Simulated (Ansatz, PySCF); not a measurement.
This Ansatz (a quantum-chemistry and plane-wave program) input computes a r2SCAN/def2-TZVPD energy:

Ansatz 0.2 input:
```yaml
crystal:
  periodic: [false, false, false]
  atoms:
    - {symbol: B, position_ang: [-0.33994470, -0.07333258, 0.03730795]}
    - {symbol: Cl, position_ang: [0.18053253, 1.57535595, -0.34400463]}
    - {symbol: Cl, position_ang: [0.87393835, -1.34788641, 0.22827951]}
    - {symbol: N, position_ang: [-1.68643911, -0.36379718, 0.18508181]}
    - {symbol: H, position_ang: [-2.40315243, 0.33487173, 0.08369251]}
    - {symbol: H, position_ang: [-2.01805530, -1.28861080, 0.40152223]}
basis:
  gaussian:
    orbitals: def2-TZVPD
hamiltonian:
  xc: {name: r2SCAN}
output: {forces: true}
```

Task: Write an input for the same energy in PySCF and say what it gives.

Result: 
```python
from pyscf import gto, scf, dft

mol = gto.M(
    atom='''
    B    -0.33994470   -0.07333258    0.03730795
    Cl    0.18053253    1.57535595   -0.34400463
    Cl    0.87393835   -1.34788641    0.22827951
    N    -1.68643911   -0.36379718    0.18508181
    H    -2.40315243    0.33487173    0.08369251
    H    -2.01805530   -1.28861080    0.40152223
    ''',
    basis='def2-tzvpd',
    charge=0,
    spin=0,
    verbose=4,
)

mf = dft.RKS(mol, xc='r2scan').density_fit(auxbasis='def2-universal-jkfit')
mf.grids.level = 4
mf.conv_tol = 1e-9
mf.max_cycle = 100
mf.max_memory = 1500
mf.kernel()
if not mf.converged:
    mf = mf.newton()
    mf.kernel(mf.make_rdm1())
mf.analyze()
```
It gives -1001.29798 Eh, and Ansatz -1001.29796 Eh, a difference of 0.02 mEh, from the treatment of integrals and grids.
